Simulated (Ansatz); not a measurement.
A nudged elastic band was laid between two geometries of FH8N4Ta + H2S (17 atoms, charge 0, multiplicity 1).

These are results of RKS PBE/def2-SVP (Ansatz 0.2.0), not measurements.

* movable images: 7
* climbing image: yes
* spring: 5.0 eV/Å²
* optimiser: quadratic models (default)
* start path: through a guess of the saddle point
* force threshold: 0.05 eV/Å
* iteration limit: 60
* end points: relaxed

First end point:

```xyz
17
Properties=species:S:1:pos:R:3
Ta -0.103 0.151 -0.114
N 1.912 -0.157 0.124
H 2.391 0.147 0.981
H 2.584 -0.208 -0.648
F 0.065 0.626 1.768
N 0.188 0.240 -2.110
H -0.163 -0.470 -2.762
H 0.719 0.939 -2.644
N -1.225 1.816 -0.178
H -1.362 2.414 0.645
H -1.547 2.287 -1.028
N -1.136 -1.528 -0.079
H -2.154 -1.647 -0.053
H -0.649 -2.422 0.121
S 1.579 -3.540 0.870
H 1.275 -3.214 2.157
H 1.846 -2.210 0.563
```

Last end point:

```xyz
17
Properties=species:S:1:pos:R:3
Ta -0.106 -0.510 0.152
N 2.198 0.290 0.245
H 2.248 0.835 1.118
H 2.638 0.846 -0.500
F 0.156 0.040 2.006
N 0.410 -0.681 -1.788
H -0.183 -1.182 -2.459
H 1.262 -0.375 -2.270
N -0.804 1.376 -0.046
H -1.003 1.994 0.750
H -0.979 1.871 -0.927
N -1.861 -1.439 0.031
H -2.770 -0.994 -0.132
H -1.982 -2.430 0.265
S 1.044 -2.631 0.993
H 1.199 -3.221 -0.226
H 2.754 -0.566 0.401
```

What changes between the two ends?

Bonds broken: S15–H17. Bonds formed: Ta1–S15, N2–H17. FH8N4Ta + H2S becomes FH10N4STa.

Give the energies along the band, and the barrier.

The run converged. The highest image is number 1 of 0 to 8, 3.0 kcal/mol above the first end and 19.2 kcal/mol above the last; the last end lies 16.2 kcal/mol below the first. The profile has 2 maxima (images 1, 6) with wells between them (image 4): this band takes more than one step, which may be the mechanism or a detour left from its start path. A structure lower than the last end lies on the path between it and the top, so the climb from that side starts below the end, which may itself be a saddle point or a shallow side well. A vibrational analysis at the climbing image gives one clearly imaginary mode, 133i cm⁻¹: a first-order saddle point. The orbitals stay closed-shell, which can raise the energy where a bond breaks towards radicals; this wasn't checked here.

```tsv
image	path coordinate (Å)	energy (kcal/mol)	S15–H17 (Å)	Ta1–S15 (Å)	N2–H17 (Å)
0	0.00	0.0	1.39	4.17	2.10
1	1.78	3.0	1.47	3.34	1.65
2	2.64	-10.4	2.05	2.85	1.08
3	3.50	-16.0	2.40	2.61	1.04
4	4.37	-16.6	2.75	2.56	1.03
5	5.24	-12.6	2.62	2.58	1.03
6	6.10	-11.3	2.60	2.59	1.03
7	6.97	-14.8	2.75	2.57	1.03
8	7.83	-16.2	2.75	2.55	1.03
```

What is the geometry of the highest image?


```xyz
17
Properties=species:S:1:pos:R:3
Ta -0.081 -0.102 -0.009
N 2.026 -0.001 0.140
H 2.439 0.420 0.981
H 2.673 0.093 -0.649
F 0.109 0.167 1.910
N 0.309 -0.109 -1.991
H -0.231 -0.665 -2.663
H 1.066 0.368 -2.495
N -1.086 1.602 -0.066
H -1.289 2.139 0.784
H -1.314 2.135 -0.908
N -1.466 -1.528 -0.128
H -2.481 -1.384 -0.145
H -1.224 -2.523 -0.060
S 1.478 -2.991 0.588
H 1.290 -2.771 1.919
H 2.002 -1.628 0.405
```

Run time: 9.6 min on 4 threads of Arm Neoverse V2, with other jobs on the host, peak memory 0.28 GiB.
